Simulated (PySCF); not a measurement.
# Reading the logs of faulty runs: AlBCH4

All numbers below are calculated, not measured. The program is PySCF 2.14.0, an open-source quantum chemistry code, run on an isolated molecule that a program drew, which may never have been made. The molecule is AlBCH4 (charge 0, singlet), drawn as the SMILES string `B=[CH][AlH2]`.

Each row is a Hartree-Fock (HF) and frozen-core CCSD(T) single point in the cc-pV(D+d)Z basis, meant for a local HF minimum. Run 1 is clean. Each other run has one planted mistake out of seven kinds, and not every kind appears here: one electron removed, one electron added, multiplicity raised by two, geometry at a saddle point, minimal basis STO-3G, one bond length entered in bohr, all coordinates scaled. The reference is restricted for singlets and unrestricted otherwise, and also for a bond in bohr. Adding or removing an electron swaps singlet and doublet. Electrons count all cores. HOMO and LUMO are orbital energies over both spins, the gradient is its largest component, and the lowest frequency (negative if imaginary) is given only where the gradient is small. Bond lengths are over the 6 bonds as drawn. T1 is the CCSD diagnostic: over 0.02 (restricted) or 0.045 (unrestricted) a single reference is doubtful.

Geometry of the clean run:
```xyz
7
AlBCH4, angstrom
B    -0.2637    0.6901    0.7103
C     0.4293   -0.4904    0.7996
Al    2.2606   -0.2032    0.2628
H    -0.7529    1.7538    0.5947
H     0.1039   -1.4756    1.1071
H     3.2932   -1.3988    0.2680
H     2.7148    1.2472   -0.1831
```

| run | electrons | basis functions | <S^2> | HOMO (eV) | LUMO (eV) | gradient (hartree/bohr) | lowest frequency (cm^-1) | mean bond (Å) | longest bond (Å) | T1 | HF (hartree) | CCSD(T) (hartree) | mistake |
|---|---|---|---|---|---|---|---|---|---|---|---|---|---|
| 1 | 28 | 71 | 0.000 | -9.37 | 1.67 | 1.7e-05 | 160 | 1.4540 | 1.930 | 0.0160 | -306.74627 | -307.07261 | no fault |
| 2 | 29 | 71 | 0.843 | 0.77 | 6.96 | 2.1e-02 | - | 1.4540 | 1.930 | 0.0296 | -306.70074 | -307.04524 | one electron added |
| 3 | 28 | 71 | 0.000 | -10.19 | 1.98 | 9.5e-02 | - | 1.3173 | 1.748 | 0.0137 | -306.68063 | -306.99944 | all coordinates scaled |
| 4 | 28 | 71 | 2.018 | -6.08 | -0.40 | 1.0e-01 | - | 1.4540 | 1.930 | 0.0135 | -306.64072 | -306.93241 | ? |
| 5 | 28 | 71 | 0.801 | -7.95 | 1.19 | 8.2e-03 | - | 1.6883 | 2.985 | 0.0628 | -306.64666 | -306.96441 | ? |

**Which mistake was planted in run 4, and what did it cost?**

Electrons, basis and geometry are unchanged, and <S^2> is 2.018, beside S(S+1) = 2.00 for a multiplicity of 3. So the mistake is: multiplicity raised by two. Subtracting run 1 and multiplying by 627.51 kcal/mol a hartree, the energy moved by 66.2 kcal/mol in HF and 88.0 kcal/mol in CCSD(T).

**Which mistake was planted in run 5, and what did it cost?**

The mean bond changes by a factor of 1.161 and the longest by 1.547, so the molecule wasn't scaled as a whole. A length L in bohr read as angstrom grows by (1/0.5292 - 1) L = 0.890 L. The 6 bonds together grew by 6 x 0.2343 = 1.406 Å, which gives L = 1.580 Å. That is the length of one of the Al-H bonds, 1.580 Å in the clean geometry. So the mistake is: one bond length entered in bohr. Subtracting run 1 and multiplying by 627.51 kcal/mol a hartree, the energy moved by 62.5 kcal/mol in HF and 67.9 kcal/mol in CCSD(T).

Cautions from the logs. Run 2: the HOMO is above zero, so the electron isn't bound and the energy depends on the basis; run 5: T1 is over the limit, so its CCSD(T) energy is less reliable.
